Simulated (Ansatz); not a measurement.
Cost and result for the atomization energy of `N[AsH2]` (6 atoms, 5 bonds).

The species carries charge 0 and has multiplicity 1. Correlated methods include outer-core shells of As, which these sets cover unevenly. Scalar relativity is left out up to krypton. Geometry: relaxed with PBE0-D4/def2-TZVP. Program: Ansatz. All runs use 2 threads of an Intel Xeon Platinum 8375C on a shared host. Times are those of one run each, without the atoms' runs, and a repeat can differ threefold. Electronic energies, without spin–orbit coupling; frozen cores. CCSD(T)/CBS adds CCSD(T) − MP2 in def2-TZVPP to the MP2 limit, and its time is that of the two runs behind it. T1 = 0.011. With those shells the extrapolation isn't a true limit. B3LYP takes the VWN-RPA correlation (the form of Gaussian; ORCA's B3LYP/G).

CCSD(T)/CBS is a level of theory with its own doubt, some kJ/mol a heavy atom from the limit and from the frozen cores, so smaller differences don't rank the functionals.

| level | functions | wall time | atomization (kJ/mol) | difference from CCSD(T)/CBS | per bond |
| --- | --- | --- | --- | --- | --- |
| LDA (SPW92)/def2-TZVPP | 135 | 0.75 s | 1918.8 | 268.2 | 53.6 |
| PBE0-D4/def2-TZVPP | 135 | 1.3 s | 1633.3 | -17.3 | -3.5 |
| PBE-D4/def2-TZVPP (with forces) | 135 | 1.4 s | 1678.1 | 27.5 | 5.5 |
| BHLYP-D4/def2-TZVPP | 135 | 1.6 s | 1606.8 | -43.8 | -8.8 |
| CCSD(T)/def2-SVP | 66 | 1.9 s | 1483.3 | -167.3 | -33.5 |
| B2PLYP/def2-TZVPP | 135 | 2.7 s | 1635.9 | -14.7 | -2.9 |
| B3LYP-D4/def2-TZVPP (with forces) | 135 | 2.8 s | 1673.3 | 22.7 | 4.5 |
| r2SCAN-D4/def2-TZVPP (with forces) | 135 | 3 s | 1636.8 | -13.8 | -2.8 |
| PBE-QIDH/def2-TZVPP | 135 | 3 s | 1604.2 | -46.4 | -9.3 |
| ωB97M-V/def2-TZVPP (with forces) | 135 | 6 s | 1657.2 | 6.6 | 1.3 |
| MP2/def2-QZVPP | 266 | 11 s | 1608.8 | -41.8 | -8.4 |
| CCSD(T)/def2-TZVPP | 135 | 14 s | 1595.4 | -55.2 | -11.0 |
| CCSD(T)/CBS(def2) | – | 25 s | 1650.6 | 0.0 | 0.0 |

From BLYP to BHLYP (50 % exact exchange), in def2-TZVPP and without D4, the atomization energy moves by −67.5 kJ/mol: exact exchange takes away binding that semilocal exchange gives to molecules. At CCSD(T), def2-SVP lies −167.4 kJ/mol from the extrapolated value and def2-TZVPP −55.2 kJ/mol: correlation converges slowly with the basis, and small sets miss more of it in the bonded molecule than in its fragments. Leaving LDA and LC-ωPBE aside and taking each functional with its dispersion term where it has one, the values, not all of them listed here, spread over 80.0 kJ/mol, from r2SCAN0-D4 to BLYP-D4. LDA lies +248.2 kJ/mol from PBE without D4, its usual overbinding.
